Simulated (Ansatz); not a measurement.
`C[SiH2][SiH2]F` + H₂S → `F[SiH2][SiH2]S` + CH₄  (ligand exchange at the Si–C bond)

Isolated molecules relaxed with PBE0-D4/def2-TZVP in Ansatz; ΔE leaves out vibrations. CCSD(T)/CBS is the MP2 limit (def2-TZVPP, def2-QZVPP) plus CCSD(T) − MP2 in def2-TZVPP, frozen cores. This one scheme is used for every species. Functionals use def2-TZVPP. One conformer a species, not always the lowest.

```tsv
species	ωB97M-V energy (Eh)
`C[SiH2][SiH2]F`	-721.18033
H₂S	-399.37365
`F[SiH2][SiH2]S`	-1080.08486
CH₄	-40.49280
```

Task: Work out ΔE.

Result: ΔE = (-1080.08486) + (-40.49280) − (-721.18033) − (-399.37365) = -0.02368 Eh = -14.9 kcal/mol. CCSD(T)/CBS gives -15.2 kcal/mol.

Largest T1 diagnostic among the species: 0.012.

Leaving LDA and LC-ωPBE aside and taking each functional with its dispersion term where it has one, the values, not all of them listed here, spread over 1.3 kcal/mol, from r2SCAN-D4 to CAM-B3LYP-D4. LDA lies +0.8 kcal/mol from PBE without D4. At CCSD(T), def2-SVP lies +1.3 kcal/mol from the extrapolated value and def2-TZVPP +0.7 kcal/mol.
